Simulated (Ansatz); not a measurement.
A run on C2H6MoOS2 (`C[O][Mo]([CH3])(=[S])=[S]`) with other settings.

```yaml
crystal:
  periodic: [false, false, false]
  atoms:
    - {symbol: C, position_ang: [-0.585955, -0.654960, 1.986042]}
    - {symbol: O, position_ang: [0.351647, 0.107556, 1.130834]}
    - {symbol: Mo, position_ang: [0.089934, 0.992338, -0.190211]}
    - {symbol: C, position_ang: [0.819274, -0.295481, -2.040176]}
    - {symbol: S, position_ang: [1.625301, 2.118876, 0.060124]}
    - {symbol: S, position_ang: [-1.628726, 1.636853, -1.015486]}
    - {symbol: H, position_ang: [-0.725813, -1.670744, 2.390061]}
    - {symbol: H, position_ang: [-1.948625, -0.238916, 1.638514]}
    - {symbol: H, position_ang: [-0.784737, -0.033618, 2.975285]}
    - {symbol: H, position_ang: [1.018274, 0.177353, -2.723327]}
    - {symbol: H, position_ang: [0.030008, -0.960987, -2.079457]}
    - {symbol: H, position_ang: [1.877092, -0.857934, -1.558703]}
basis:
  gaussian: {orbitals: x2c-TZVPPall}
total_charge: -1
magnetization: {spin_polarized: true, initial_magnetization: 1}
hamiltonian: {xc: {name: SPW92}, pseudopotentials: {relativity: none}}
output: {forces: true}
```

```sh
$ ansatz run in.yaml --threads 4 --pin off --events-out ev --progress --plain --max-ram 11315MiB
```

Shortened log:

```
Functional definition: SPW92
2004 factors; their error is unknown
mean field evaluation 1: about -132691.5826 eV, gradient 5.6e1 eV
mean field evaluation 2: about -132604.3514 eV, gradient 1.2e2 eV
mean field evaluation 4: about -132703.7765 eV, gradient 2.2e1 eV
mean field evaluation 8: about -132706.4479 eV, gradient 1.6e0 eV
mean field evaluation 16: about -132706.4215 eV, gradient 3.9e-2 eV
mean field evaluation 32: about -132706.4215 eV, gradient 5.1e-5 eV
mean field -132706.42146569 eV, -4876.8710372210 hartree, gradient 1.4e-5 eV, S^2 0.751506; 8 other end points of the search recorded, 0 dependent functions left out
reference -132706.42152739 eV, -4876.8710394884 hartree; 51, 50 occupied and 289, 290 virtual orbitals, 2004 factors
WARN: the results are in doubt because the basis set is contracted for relativity, which is off
Total energy: -132706.42152739 eV, -4876.8710394884 hartree
Atom 0 at    -0.585955    -0.654960     1.986042 Å, force    -4.461941     5.139814     1.109812 eV/Å
Atom 1 at     0.351647     0.107556     1.130834 Å, force    -1.227698    -5.194900     3.716485 eV/Å
Atom 2 at     0.089934     0.992338    -0.190211 Å, force    -1.357340    -3.995178    -2.910142 eV/Å
Atom 3 at     0.819274    -0.295481    -2.040176 Å, force     0.271647    -8.383590    16.648222 eV/Å
Atom 4 at     1.625301     2.118876     0.060124 Å, force     4.916577     4.622364     0.449636 eV/Å
Atom 5 at    -1.628726     1.636853    -1.015486 Å, force    -3.084569     1.568054    -1.661361 eV/Å
Atom 6 at    -0.725813    -1.670744     2.390061 Å, force     1.312727    -0.545523    -1.242584 eV/Å
Atom 7 at    -1.948625    -0.238916     1.638514 Å, force     3.365654    -1.369095     0.220792 eV/Å
Atom 8 at    -0.784737    -0.033618     2.975285 Å, force     1.151679    -0.727930    -1.338679 eV/Å
Atom 9 at     1.018274     0.177353    -2.723327 Å, force     3.670176     9.190634   -13.118921 eV/Å
Atom 10 at     0.030008    -0.960987    -2.079457 Å, force    -1.630425    -1.683652    -0.432752 eV/Å
Atom 11 at     1.877092    -0.857934    -1.558703 Å, force    -2.926486     1.379002    -1.440509 eV/Å
Dipole moment:    -0.115486    -0.689884     0.586296 e Å
In doubt: the basis set is contracted for relativity, which is off
```

Hardware: 4 threads of an AMD EPYC 9R45 on a shared host. Wall time 7 s, peak host memory 1 GiB.
